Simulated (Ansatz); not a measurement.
```yaml
atoms:
  - { symbol: Li, position_ang: [-0.8597, -0.8957, -0.8851] }
  - { symbol: F, position_ang: [-0.9644, -0.9045, 0.9321] }
  - { symbol: F, position_ang: [-0.9933, 0.9720, -0.9514] }
  - { symbol: Li, position_ang: [-0.8254, 0.8315, 0.8239] }
  - { symbol: F, position_ang: [0.9397, -0.9953, -0.9654] }
  - { symbol: Li, position_ang: [0.8569, -0.9044, 0.8447] }
  - { symbol: Li, position_ang: [0.8854, 0.8924, -0.8397] }
  - { symbol: F, position_ang: [0.9017, 0.9352, 0.9404] }
```

Basis set: 6-31G* (spherical functions). Left uncorrelated: 4 orbitals. Charge 0, multiplicity 1.

Computed with Ansatz (development build ahead of 0.2.0); each method stands on the lowest determinant of its kind that the runs found. Restricted open shells among the atoms or ions are ROHF, correlated in semicanonical orbitals with singles.

(1) Give the atomization energy at this shape (free ground-state atoms in the same class of orbitals less the molecule, no zero-point energy) of singlet Li₄F₄ by RHF-MP2, RHF.

## Answers

(1)

| method | atomization energy |
| --- | --- |
| RHF-MP2 | 31.88 eV |
| RHF | 24.39 eV |
